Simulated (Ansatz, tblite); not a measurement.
Cost and result up the ladder for Zn3S3⁻ (the lowest doublet isomer of a short search) (6 atoms). The state is a doublet with charge -1. Geometry: B3LYP-D4/def2-SVPD.

```xyz
6

Zn    1.1192    0.2559   -1.3824
Zn    0.5208   -1.1197    1.3100
Zn   -1.7699    0.9307    0.0797
S    -1.4726   -0.3946    1.9110
S     2.2447   -1.1809   -0.1027
S    -0.6422    1.5086   -1.8156
```

Ansatz on 4 threads of Arm Neoverse V2 on a shared host; xTB runs through tblite on one thread. Times are rough, summed over both states, and most runs start from the orbitals of an earlier one. r2SCAN0-D4/def2-TZVPD serves as the yardstick here, not as an exact answer. The other state is a singlet.

The xTB rows come from tblite. The structure comes from a short search, and lower isomers may exist.

Raw xTB energies of ions are shifted by several eV, and xTB has no spin-polarisation term.

```tsv
level	functions	wall time	vertical IE (eV)	difference from r2SCAN0-D4/def2-TZVPD (eV)
GFN1-xTB	39	0.008 s	4.69	2.88
GFN2-xTB	39	0.01 s	6.53	4.72
PBE-D4/def2-TZVPD (with forces)	291	22 s	1.97	0.16
PBE0-D4/def2-TZVPD	291	40 s	1.77	-0.04
r2SCAN0-D4/def2-TZVPD	291	66 s	1.81	0.00
```
